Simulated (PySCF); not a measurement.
A side-by-side comparison of computed properties.

First species: C4H13FSi4.
SMILES with atom numbers: `[CH2:1]=[CH:2][CH2:3][Si@@H:4]1[SiH2:5][Si@H:6]([F:7])[Si@@H:8]1[CH3:9]` (hydrogens: H10, H11 on C1; H12 on C2; H13, H14 on C3; H15 on Si4; H16, H17 on Si5; H18 on Si6; H19 on Si8; H20, H21, H22 on C9)

Geometry (GFN2-xTB, Å), atoms numbered from 1 in this order:
```
atom  x, y, z in Å
C1     1.9432   -2.2631    0.6593
C2     1.8515   -1.7243   -0.5442
C3     1.7876   -0.2683   -0.8162
Si4    0.0413    0.2532   -1.4418
Si5   -0.2704    2.5977   -1.3055
Si6   -1.8713    2.2524    0.3831
F7    -1.2277    2.6845    1.8222
Si8   -1.7065   -0.0949    0.1389
C9    -1.2776   -1.0740    1.7168
H10    2.0138   -1.6544    1.5463
H11    1.9624   -3.3288    0.8117
H12    1.7876   -2.3617   -1.4174
H13    2.0289    0.2913    0.0882
H14    2.5276   -0.0053   -1.5740
H15   -0.0752   -0.4022   -2.7621
H16    0.8960    3.4398   -1.0046
H17   -0.8212    3.2147   -2.5204
H18   -3.1197    3.0089    0.4823
H19   -2.9279   -0.7300   -0.3987
H20   -2.1380   -1.1768    2.3728
H21   -0.9161   -2.0720    1.4837
H22   -0.4986   -0.5671    2.2789
```

Second species: C₄H₆F₄O.
Numbering: `[CH3:1][O:2][C@:3]([CH3:4])([F:5])[C:6]([F:7])([F:8])[F:9]` (hydrogens: H10, H11, H12 on C1; H13, H14, H15 on C4)

Levels: PBE0/pcSseg-1 for dipole moment, HOMO energy, LUMO energy and HOMO–LUMO gap; GFN2-xTB for rotational constant A and rotational constant C. Geometries: GFN2-xTB. Each structure is a single optimised conformer of the isolated species, non-relativistic unless stated. Electronic properties by PySCF.

The conformers computed, where there is a choice (atom-mapped SMILES and torsion angles):
- `[CH2:1]=[CH:2][CH2:3][Si@@H:4]1[SiH2:5][Si@H:6]([F:7])[Si@@H:8]1[CH3:9]`: C1–C2–C3–Si4 -110°, C2–C3–Si4–Si5 164°
- `[CH3:1][O:2][C@:3]([CH3:4])([F:5])[C:6]([F:7])([F:8])[F:9]`: C1–O2–C3–C4 180°, O2–C3–C6–F7 -166°

(1) Which of the two has the higher HOMO–LUMO gap, and by how much?

(2) Which of the two has the higher rotational constant C, and by how much?

(3) Which of the two has the higher rotational constant A, and by how much?

(4) Which of the two has the higher HOMO energy, and by how much?

(5) Which has the higher LUMO energy?

(6) Which has the higher dipole moment?

Results:

(1) The second: 10.65 eV against 5.25 eV, a difference of 5.40 eV.

(2) The second: 1.349 GHz against 0.473 GHz, a difference of 0.876 GHz.

(3) The second: 2.039 GHz against 1.095 GHz, a difference of 0.944 GHz.

(4) The first: -7.15 eV against -8.79 eV, a difference of 1.64 eV.

(5) The second: 1.86 eV against -1.90 eV, a difference of 3.76 eV.

(6) The first: 1.58 D against 1.36 D, a difference of 0.22 D.

On the first: The dipole equals about 5.3 × 10⁻³⁰ C·m (1 D = 3.33564 × 10⁻³⁰ C·m).

On the second: The dipole equals about 4.5 × 10⁻³⁰ C·m (1 D = 3.33564 × 10⁻³⁰ C·m). A dipole of 1.36 D is allowed in C1, and pure rotational transitions are dipole-allowed.
